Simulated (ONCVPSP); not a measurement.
# Before and after: ONCV potential for rhodium (Rh)

| Property | Result |
| --- | --- |
| Element | Rh (Z = 45) |
| Generator | ONCVPSP 4.0.1 |
| Type | optimised norm-conserving Vanderbilt (ONCV) |
| Functional | PBE |
| Relativity | scalar-relativistic |
| Frozen core | [Kr] |
| Valence charge | 9 |
| Reference configuration | 4d8 5s0.5 5p0.5 |
| Partial waves | 5s: rc 2.80 bohr, ncon 5, nbas 9, qcut 1.9 1/bohr, 2 projectors, debl 2.9 Ha; 5p: rc 3.20 bohr, ncon 4, nbas 7, qcut 2.8 1/bohr, 2 projectors, debl 4 Ha; 4d: rc 1.70 bohr, ncon 5, nbas 9, qcut 10.9 1/bohr, 1 projector; f scattering state at 0.35 Ha: rc 3.20 bohr, ncon 4, nbas 8, qcut 4 1/bohr, 1 projector |
| Local potential | polynomial inside 1.30 bohr (lpopt 2, dvloc0 3 Ha) |
| Core correction | none |

Change: functional LDA (Perdew-Zunger).

Cutoffs: the cutoffs (Ha) at which the residual kinetic energy of the hardest occupied pseudo-wave falls to 1 and 0.1 mHa per electron; they do not see the model core or the augmentation charge, which bear on the density cutoff. Errors are all-electron minus pseudo energies relative to the spin-unpolarised reference configuration.

Task: Predict the effect on cutoff, ghosts and configuration errors.

Result: The potential gets neither clearly harder nor softer (28 Ha and 33 Ha → 28 Ha and 34 Ha); of the 3 tests that both files solve, the error grows in 0 and shrinks in 3 by more than 15 % and 0.3 meV (median size 6.1 → 1.9 meV); neither file shows a bound ghost.

```csv
quantity,base,changed
"cutoff, loose",28 Ha,28 Ha
"cutoff, tight",33 Ha,34 Ha
loose cutoff by channel,"s 13 Ha, p 1.9 Ha, d 28 Ha","s 13 Ha, p 2.1 Ha, d 28 Ha"
bound ghosts,none,none
GHOST(+) flags under 300 eV,"s at 72.7 eV, p at 120.8 eV","s at 73.3 eV, p at 121.1 eV"
tests with a reliable result,3 of 4,3 of 4
"error for 4d8 5s1 5p0, meV [ΔE -1.76 → -1.83 eV]",+1.4,+0.7
"error for 4d8 5s0 5p0, meV [ΔE 5.70 → 5.96 eV]",+6.1,-1.9
"error for 4d7 5s1 5p0, meV [ΔE 9.37 → 9.51 eV]",-21,-17
s: phases at 2.85 bohr within 0.05 rad from the reference energy up to (Ha; the scan ends near 5),1.8,1.8
p: phases at 3.25 bohr within 0.05 rad from the reference energy up to (Ha; the scan ends near 5),n/a,n/a
d: phases at 1.72 bohr within 0.05 rad from the reference energy up to (Ha; the scan ends near 5),2.8,2.7
f: phases at 3.25 bohr within 0.05 rad from the reference energy up to (Ha; the scan ends near 5),1.3,1.3
```
